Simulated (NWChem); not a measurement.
# VOF3; SMILES [O]=[V]([F])([F])[F]

Computed with NWChem. All runs use the structure optimised with PBE-D3(BJ)/def2-SVP.

Problem. Estimate the computed values for B3LYP/def2-SVP. Quantities: highest occupied level (eV); orbital gap (eV); dipole (D).

Solution. 
```
Property                      Value
---------------------------  ------
highest occupied level (eV)  -10.92
orbital gap (eV)               6.46
dipole (D)                     0.38
```
